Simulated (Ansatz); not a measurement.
System: AsH2, charge -1, singlet. AsH2- (SMILES [AsH2-]).
B3LYP-D3(BJ)/def2-TZVP minimum from Ansatz (a quantum-chemistry and plane-wave program):
```
As
H 1 1.5469
H 1 1.5469 2 90.71
```
Charge -1, spin multiplicity 1.

Total energies in aug-cc-pVQZ, 8 correlated electrons, 14 frozen orbitals. UHF or UKS for unpaired electrons; spin-orbit terms are left out. Correlated methods leave the cores frozen (noble-gas shells, and filled d and f shells in the p block). No relativity.

```tsv
method	program	energy (Eh)	minus CCSDT(Q) (mEh)
HF	Ansatz	-2235.39522	204.97
MP2	Ansatz	-2235.57079	29.39
CCSD	Ansatz	-2235.59021	9.97
CCSD(T)	Ansatz	-2235.59901	1.18
CCSDT(Q)	Ansatz	-2235.60018	0.00
```

Rough core times of Ansatz's runs on a shared machine: CCSD(T) 30 s, CCSDT(Q) 20 min.
